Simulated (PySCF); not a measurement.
From orbital energies to excitation energies

Compound: C4H8NPSi.
SMILES with atom numbers: `[N:1]#[C:2][C@H:3]1[CH2:4][Si@H:5]([PH2:6])[CH2:7]1` (hydrogens: H8 on C3; H9, H10 on C4; H11 on Si5; H12, H13 on P6; H14, H15 on C7)

Level of theory: PySCF 2.14.0, density-fitted response routines, TDDFT CAM-B3LYP/def2-SVPD, vertical, gas phase, core orbitals frozen in the response. Geometry: GFN2-xTB, one conformer, isolated molecule. Torsions of this conformer, `[N:1]#[C:2][C@H:3]1[CH2:4][Si@H:5]([PH2:6])[CH2:7]1`: H–P6–Si5–C4 -177°, H–P6–Si5–C4 90°.

Orbital energies (eV): HOMO-3 -10.62, HOMO-2 -9.99, HOMO-1 -9.70, HOMO -9.21, LUMO 0.59, LUMO+1 0.75, LUMO+2 0.98.

Among the lowest singlets, which states do these configurations lead, and at what energies: HOMO-1→LUMO+1, HOMO→LUMO, HOMO-2→LUMO, HOMO-1→LUMO, HOMO-2→LUMO+1?

| state | leading configuration | weight | Δε (eV) | E (eV) | E − Δε (eV) | f | other configurations |
| --- | --- | --- | --- | --- | --- | --- | --- |
| S1 | HOMO→LUMO | 0.82 | 9.79 | 6.36 | -3.43 | 0.0014 | H→L+4 (9%) |
| S2 | HOMO-1→LUMO | 0.89 | 10.29 | 6.92 | -3.37 | 0.0092 | – |
| S6 | HOMO-1→LUMO+1 | 0.61 | 10.45 | 7.42 | -3.03 | 0.086 | H-1→L+2 (13%), H→L+1 (9%) |
| S7 | HOMO-2→LUMO | 0.92 | 10.57 | 7.47 | -3.10 | 0.162 | – |
| S8 | HOMO-2→LUMO+1 | 0.74 | 10.74 | 7.56 | -3.17 | 0.0079 | H-2→L+2 (19%) |

E − Δε runs from -3.43 to -3.03 eV. Among themselves, these states come in the order of their orbital differences. Δε is the difference of the two orbital energies.

H and L stand for HOMO and LUMO. The other states: S3 6.96 eV, f 0.024, H→L+2 (48%), H→L+1 (44%); S4 7.20 eV, f 0.288, H→L+2 (30%), H→L+1 (26%), H→L+3 (14%); S5 7.32 eV, f 0.023, H→L+4 (85%).

Triplets, Tamm–Dancoff:

```json
{"state": "T1", "E (eV)": "5.77", "λ (nm)": "214.9", "main configurations (H = HOMO, L = LUMO)": "H→L+1 (61%), H→L+3 (17%)"}
{"state": "T2", "E (eV)": "5.84", "λ (nm)": "212.4", "main configurations (H = HOMO, L = LUMO)": "H→L (45%), H→L+4 (43%)"}
{"state": "T3", "E (eV)": "6.38", "λ (nm)": "194.2", "main configurations (H = HOMO, L = LUMO)": "H-1→L (47%), H→L (21%), H→L+4 (16%)"}
```

Summed over the main configurations (up to three a state, each over 8%) of all 8 singlets, the electron leaves HOMO with weight 3.48, HOMO-2 with weight 1.85 and HOMO-1 with weight 1.63.

Hardware: one thread, Arm Neoverse N1 (aarch64), shared host with 64 logical CPUs at a one-minute load of 56. Cost: 82 s wall, 0.97 GiB resident at most.
